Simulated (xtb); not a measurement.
The molecule GaS, multiplicity 2 (lowest of 2S+1 = 2, 4 at CCSD(T)/def2-TZVPP on PBE0 minima; our sources give no spin for the ground state, which may be another). No spin–orbit coupling. Ga is treated without relativity.

Constants: fifth-degree fit in 1/R to seven points, most abundant isotopes. Runs in def2 and cc sets follow the lowest solution found near the PBE0 minimum.

Programs: xtb for the GFN methods. Each number belongs to the level named beside it. The GFN methods have no spin term and hold the electronic entropy of 300 K.

Energies at GFN1-xTB:

| R (Å) | E (hartree) |
|---|---|
| 1.925510 | -4.97298625 |
| 1.977271 | -4.98555711 |
| 2.024891 | -4.99264668 |
| 2.078722 | -4.99686749 |
| 2.132554 | -4.99815028 |
| 2.194667 | -4.99705247 |
| 2.267132 | -4.99340810 |

**Question.** With a reduced mass of 21.8409 u, find the minimum, the force constant and the constants.

**Answer.** A fifth-degree polynomial in 1/R puts the minimum at r_e = 2.1355 Å with force constant 309 N/m. Then ω_e = (1/2πc)√(k/μ) = 490 cm⁻¹ and B_e = h/(8π²cμr_e²) = 0.1693 cm⁻¹; the cubic and quartic terms give α_e = 0.0012 and ω_e x_e = 2.6 cm⁻¹.
